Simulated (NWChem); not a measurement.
BH$_{2}$Se$_{2}$Cl; SMILES ClB([SeH])[SeH]

```xyz
6

B      0.3962     0.0000     0.0000
Cl     2.1543     0.0563     0.0000
Se    -0.5772    -1.6732     0.0000
H      0.6196    -2.5265     0.0000
Se    -0.5342     1.6986     0.0000
H     -1.8908     1.1286     0.0000
```
Atoms are numbered in this order, from 1.

The geometry was optimised at PBE0/def2-SVP.

Spin-orbit effects, on the heavy nuclei and on their neighbours, are missing.

Task: Give the principal values of the shielding tensors (ppm) of B1, Cl2, Se3, Se5 from B3LYP/6-31G* (spherical d), GIAO (NWChem), with their diamagnetic and paramagnetic parts as GIAO splits them.

Result: 
```
atom     σ11     σ22     σ33  isotropic  diamagnetic  paramagnetic
----  ------  ------  ------  ---------  -----------  ------------
B1     -16.6    40.8    97.9       40.7        197.5        -156.7
Cl2    504.4   757.3   887.3      716.3       1147.3        -431.0
Se3   1391.6  1692.9  2193.0     1759.1       2998.0       -1238.9
Se5   1407.5  1901.2  2075.7     1794.8       2997.7       -1202.9
```
